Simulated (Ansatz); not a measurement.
Input for Ansatz (an electronic-structure program): R-PBE/def2-TZVPP on BF (SMILES [B]F), 2S+1 = 1, a spin state set in the input, which need not be the lowest, at the other state's geometry.

Ansatz 0.2 input:
```yaml
crystal:
  periodic: [false, false, false]
  atoms:
    - {symbol: B, position_ang: [-0.00000000, -0.00000000, -0.84516390]}
    - {symbol: F, position_ang: [0.00000000, 0.00000000, 0.46953550]}
basis:
  gaussian:
    orbitals: def2-TZVPP
hamiltonian:
  xc: {name: PBE}
```

The log:

```
Functional definition: PBE
[...]
integrals: 0.01 GiB planned
325 factors; their error is unknown
mean field: 0.09 GiB planned
mean field evaluation 1: about -3389.0012 eV, gradient 2.5e1 eV
mean field evaluation 2: about -3385.9143 eV, gradient 5.4e1 eV
mean field evaluation 4: about -3389.8783 eV, gradient 5.6e-1 eV
mean field evaluation 8: about -3389.8772 eV, gradient 5.6e-3 eV
mean field -3389.87716823 eV, -124.5756881912 hartree, gradient 3.5e-5 eV, S^2 0.000000; 0 other end points of the search recorded, 0 dependent functions left out
reference -3389.87719613 eV, -124.5756892165 hartree; 7, 7 occupied and 55, 55 virtual orbitals, 325 factors
Total energy: -3389.87719613 eV, -124.5756892165 hartree
```

The calculation finished and met its thresholds.

Cost: around 0.4 core-seconds (rough).
